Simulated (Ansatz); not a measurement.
Isomers of C2H6FIn, relaxed with PBE0-D4/def2-TZVP in Ansatz; electronic energies, one conformer each and not always the lowest. Functionals use def2-TZVPP; CBS adds triple-zeta CCSD(T) − MP2 to the MP2 limit of def2-TZVPP and def2-QZVPP.

Elements past krypton have def2 core potentials. Outer-core shells of In are correlated without core-valence functions. Spin–orbit coupling is left out.

(1) Order them by energy at frozen-core CCSD(T)/CBS, lowest first. (An estimate is asked.)
A. `[CH3][InH][CH2]F`
B. `C[CH](F)[InH2]`
C. `C[CH2][InH][F]`

(2) How do MP2/CBS(def2), PBE-D4, B3LYP-D4, r2SCAN-D4 place them (kcal/mol, against `C[CH2][InH][F]`)? (Best estimate.)

## Answers

(1) C (0.0 kcal/mol), A (39.9 kcal/mol), B (44.5 kcal/mol).

(2) Ansatz gave: 
```json
{"isomer": "`[CH3][InH][CH2]F`", "MP2/CBS(def2)": "42.0", "PBE-D4": "37.4", "B3LYP-D4": "37.9", "r2SCAN-D4": "38.9"}
{"isomer": "`C[CH](F)[InH2]`", "MP2/CBS(def2)": "47.8", "PBE-D4": "40.9", "B3LYP-D4": "41.4", "r2SCAN-D4": "42.2"}
```

B3LYP here is the variant with VWN-RPA as its local correlation; programs differ in this.
